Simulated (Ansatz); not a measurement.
Coupled-cluster run, CH4GaNO (`N=[CH][GaH][OH]`).

```yaml
crystal:
  periodic: [false, false, false]
  atoms:
    - {symbol: N, position_ang: [-1.616989, -0.877965, -0.102834]}
    - {symbol: C, position_ang: [-1.154475, 0.303185, -0.155306]}
    - {symbol: Ga, position_ang: [0.769415, 0.801194, 0.019654]}
    - {symbol: O, position_ang: [1.908590, -0.562625, 0.218795]}
    - {symbol: H, position_ang: [-0.879519, -1.571928, 0.041704]}
    - {symbol: H, position_ang: [-1.904346, 1.089232, -0.308288]}
    - {symbol: H, position_ang: [1.439801, 2.205368, 0.013768]}
    - {symbol: H, position_ang: [1.529823, -1.443459, 0.216708]}
basis:
  gaussian: {orbitals: def2-TZVPP}
correlation: {method: ccsd_t}
output: {orbitals: {seedname: orbitals}}
```

```sh
$ ansatz run in.yaml --threads 2 --pin off --events-out ev --progress --plain --max-ram 4352MiB
```

Output of Ansatz, abridged:

```
Functional definition: HF
1222 factors; integrals over basis functions are off by at most 1.5e-3 eV
mean field evaluation 1: about -56943.6112 eV, gradient 4.8e1 eV
mean field evaluation 2: about -56943.7672 eV, gradient 4.8e1 eV
mean field evaluation 4: about -56948.4748 eV, gradient 4.0e0 eV
mean field evaluation 8: about -56948.5452 eV, gradient 4.0e-1 eV
mean field evaluation 16: about -56948.5465 eV, gradient 2.6e-6 eV
mean field -56948.54652998 eV, -2092.8204838655 hartree, gradient 2.6e-6 eV, S^2 0.000000; 0 other end points of the search recorded, 0 dependent functions left out; unrestricted orbitals would lower it
12 core orbitals not correlated: weight in the atoms' cores, before any rotation towards them, 1.000 or more for the frozen orbitals, at most 0.000 for the correlated occupied ones
reference -56948.54652998 eV, -2092.8204838655 hartree; 16, 16 occupied and 169, 169 virtual orbitals, 1222 factors
second order -22.66224627 eV of doubles, -0.00000000 eV of singles
cycle   1  -22.16408123 eV  change    5.0e-1 eV  update   1.2e-1
cycle   2  -22.85785550 eV  change   -6.9e-1 eV  update   3.9e-2
cycle   3  -23.01031022 eV  change   -1.5e-1 eV  update   2.1e-2
cycle   4  -22.99555595 eV  change    1.5e-2 eV  update   5.7e-3
cycle   5  -22.99350648 eV  change    2.0e-3 eV  update   3.1e-3
cycle   6  -22.99545164 eV  change   -1.9e-3 eV  update   1.0e-3
cycle   7  -22.99529612 eV  change    1.6e-4 eV  update   4.8e-4
cycle   8  -22.99510888 eV  change    1.9e-4 eV  update   1.6e-4
cycle   9  -22.99511922 eV  change   -1.0e-5 eV  update   6.4e-5
cycle  10  -22.99513441 eV  change   -1.5e-5 eV  update   2.1e-5
perturbative correction -0.98746045 eV, -0.0362885024 hartree
Total energy: -56972.52912485 eV, -2093.7018279709 hartree
```

Hardware: 2 threads of an Arm Neoverse V1 on a shared host. Wall time 110 s, peak host memory 2.4 GiB.

MP2 recovers 94.5 % of the CCSD(T) correlation energy and the triples give 4.1 %; T1 = 0.0148.
